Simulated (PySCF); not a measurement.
# Fractional electron number in Nb⁻ (niobium, charge -1)

The 5s beta orbital of [Kr] 4d4 5s2 is emptied in steps (occupation f), with all orbitals relaxed, ending at [Kr] 4d4 5s1. Computed with PySCF 2.14 in aug-cc-pVDZ-PP with ECP28MDF (5s5p4d2f, 54 functions), with scalar relativity through the core potential. The exact energy is a straight line in f; departures are measured from the line between the end points of the same method.

| f | PBE0 (eV) | r2SCAN (eV) | LC-wPBE (eV) |
| --- | --- | --- | --- |
| 1 | 0.000 | 0.000 | 0.000 |
| 0.9 | -0.105 | -0.120 | 0.016 |
| 0.7 | -0.248 | -0.277 | 0.037 |
| 0.5 | -0.298 | -0.321 | 0.043 |
| 0.3 | -0.250 | -0.252 | 0.036 |
| 0.1 | -0.101 | -0.087 | 0.016 |
| 0 | 0.000 | 0.000 | 0.000 |

Q: For PBE0, how does the orbital energy at f = 1 compare with the removal energy?

A: −ε = -0.673 eV against a total-energy difference of 0.478 eV. By Janak's theorem ε = ∂E/∂f, so the gap between them reflects the curvature. Along the path −ε is -0.461 (f = 0.9), -0.010 (f = 0.7), 0.469 (f = 0.5), 0.971 (f = 0.3), 1.458 (f = 0.1) eV.

```csv
method,E(f=0) − E(f=1) (eV),−ε at f=1 (eV),−ε at f=0.5 (eV)
PBE0,0.478,-0.673,0.469
r2SCAN,0.442,-0.894,0.508
LC-wPBE,0.265,0.450,0.264
```

As f goes to zero the orbital energy of a semilocal functional can turn back, because the density of that orbital vanishes from the exchange-correlation potential.

At f = 1 the orbital energy is positive for PBE0, r2SCAN: only the finite basis holds the electron.

Reference removal energy between the ground levels: 0.917 eV (measured; photodetachment measurements, as compiled on the Wikipedia data page of electron affinities). The calculation has no spin-orbit coupling.
